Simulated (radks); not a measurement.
Ionisation ladder of silicon, from Si I to Si XIV. Each ion is in the ground configuration listed by NIST, and IE = E(next ion) - E(this ion), with E = 0 for the bare nucleus. Calculated with a radial shooting solver on a logarithmic mesh with Libxc functionals: scalar-relativistic Kohn-Sham, BLYP, spin-polarised, spherical densities, finite nucleus; open shells are filled with parallel spins first; Fermi nuclear charge, rms radius 3.1224 fm.

species,configuration,E (hartree),"IE, Delta-SCF (eV)",-e(HOMO) (eV),HOMO,<r> HOMO (bohr),"IE, NIST (eV)",kind,error (eV)
Si I,[Ne] 3s2 3p2,-290.02283,8.000,4.331,3p up,2.75,8.152,exp.,-0.152
Si II,[Ne] 3s2 3p1,-289.72884,16.117,11.892,3p up,2.44,16.346,exp.,-0.229
Si III,[Ne] 3s2,-289.13657,33.539,28.480,3s,1.95,33.493,exp.,+0.046
Si IV,[Ne] 3s1,-287.90402,45.930,40.435,3s up,1.83,45.142,exp.,+0.789
Si V,[Ne],-286.21612,167.19,148.61,2p,0.531,166.77,exp.,+0.4
Si VI,[He] 2s2 2p5,-280.07193,205.83,186.18,2p down,0.509,205.28,semi-emp.,+0.6
Si VII,[He] 2s2 2p4,-272.50767,246.24,225.81,2p down,0.489,246.57,semi-emp.,-0.3
Si VIII,[He] 2s2 2p3,-263.45864,304.72,281.37,2p up,0.462,303.59,semi-emp.,+1.1
Si IX,[He] 2s2 2p2,-252.26046,352.68,328.44,2p up,0.445,351.3,semi-emp.,+1.4
Si X,[He] 2s2 2p1,-239.29955,401.76,377.17,2p up,0.431,401.38,semi-emp.,+0.4
Si XI,[He] 2s2,-224.53505,473.70,454.42,2s,0.479,476.27,semi-emp.,-2.6
Si XII,[He] 2s1,-207.12698,525.12,504.76,2s up,0.468,523.42,theory,+1.7
Si XIII,[He],-187.82902,2438.4,2354.4,1s,0.110,2437.7,theory,+0.7
Si XIV,1s1,-98.22047,2672.7,2585.0,1s up,0.107,2673.2,theory,-0.5

Reference values: NIST Atomic Spectra Database (exp. = measured, semi-emp. = semi-empirical, theory = theoretical value adopted there). The ionisation energy per charge of the ion left behind rises most, in proportion, at Si XIII ([He]), from 43.760 to 187.57 eV. Against the entries that are not theoretical the mean signed error is -0.1 % and the largest -1.9 %. Open shells are spherical and high-spin; term and fine-structure splittings are not resolved.
